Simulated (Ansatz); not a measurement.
Z-matrix (Å, degrees):
```
B
S 1 2.074
C 1 1.555 2 59.5
H 1 1.200 2 109.0 3 -113.0
H 1 1.195 2 108.3 3 114.3
Si 2 2.160 1 95.3 3 99.8
H 3 1.086 1 122.3 2 -105.3
H 3 1.087 1 120.5 2 100.6
H 6 1.485 2 108.3 1 -165.6
H 6 1.481 2 107.9 1 -46.1
H 6 1.481 2 108.7 1 75.4
```

Total charge 0; spin multiplicity 1. The bonds changed during the relaxation, so this is another structure than the one it started from.

(1) List the PBE/def2-TZVPP orbital energies in eV (Ansatz). (Estimate.)

## Answers

(1) The calculation gave: Occupied: -2396.68, -1780.44, -269.68, -209.60, -176.26, -155.74, -155.63, -155.56, -138.16, -94.94, -94.86, -94.85, -20.28, -15.99, -13.52, -12.20, -11.18, -9.96, -9.08, -8.94, -8.28, -7.69, -7.31, -6.75. Lowest empty: -1.33, -1.12, -0.45, 0.16, 0.49, 0.68, 1.07, 1.72.
